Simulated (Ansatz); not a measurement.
GeH$_{4}$S$_{3}$, SMILES `[SH][GeH]([SH])[SH]`, relaxed with RKS PBE0-D4/def2-TZVP in the Gaussian-basis code of Ansatz from a PBE-D4/def2-SVP geometry. The force threshold is 0.005 eV/Å; the program also tests the step.

The species carries charge 0 and has multiplicity 1.

Start:

```xyz
8

S     0.578   -2.167   -0.623
Ge   -0.063   -0.061   -0.237
S     1.399    1.119   -1.458
S     0.049    0.258    1.990
H     0.101   -2.596    0.580
H    -1.510    0.286   -0.690
H     0.554    2.183   -1.573
H    -1.109    0.977    2.011
```

**Question.** By how much does the energy fall, and how many steps does the optimiser take? (Best estimate.)

**Answer.** Ansatz gave: 8.61 kJ/mol, in 41 steps, 7 of them rejected.

**Question.** Which bonds change most? (Best estimate.)

**Answer.** The calculation gave: Ge2–S4 from 2.252 to 2.219 Å; Ge2–S3 from 2.241 to 2.215 Å; S1–Ge2 from 2.235 to 2.212 Å; S1–H5 from 1.364 to 1.344 Å.

**Question.** Give the relaxed structure. (An estimate is asked.)

**Answer.** The calculation gave: 
```xyz
8

S    -0.139   -2.222   -0.361
Ge   -0.317   -0.018   -0.308
S     1.334    0.823   -1.522
S    -0.059    0.845    1.720
H     1.035   -2.222    0.293
H    -1.712    0.301   -0.869
H     1.112    2.084   -1.111
H    -1.254    0.409    2.157
```
